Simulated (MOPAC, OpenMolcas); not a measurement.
**Si2H4F2 (SMILES F[SiH2][SiH2]F): the HOMO–LUMO gap, rung by rung**

Si2H4F2: 8 atoms, total charge 0, spin state singlet. SMILES: `F[SiH2][SiH2]F`. Geometry: relaxed at PBE0-D4/def2-TZVP. This is one conformer, not always the lowest.

Quantity: the HOMO–LUMO gap, in eV. The values are calculated.

```tsv
level	kind	program	value (eV)	CPU time
PM7	semi-empirical	MOPAC	10.94	under 2 s
HF/6-31G* (spherical functions)	Hartree–Fock	OpenMolcas	14.02	13 s
SVWN5/6-31G* (spherical functions)	LDA	OpenMolcas	5.36	37 s
PBE/6-31G* (spherical functions)	GGA	OpenMolcas	5.51	48 s
TPSS/6-31G* (spherical functions)	meta-GGA	OpenMolcas	5.91	55 s
PBE0/6-31G* (spherical functions)	global hybrid	OpenMolcas	7.70	26 s
B2PLYP/6-31G* (spherical functions)	double hybrid	OpenMolcas	10.07	26 s
```

The values span 5.36 to 14.02 eV. Orbital gaps aren't excitation energies, and those of double hybrids come from the SCF part alone; they tend to grow with the share of exact exchange. CPU times are rough (shared hosts, several kinds of processor): they show what a rung costs within a factor of a few.
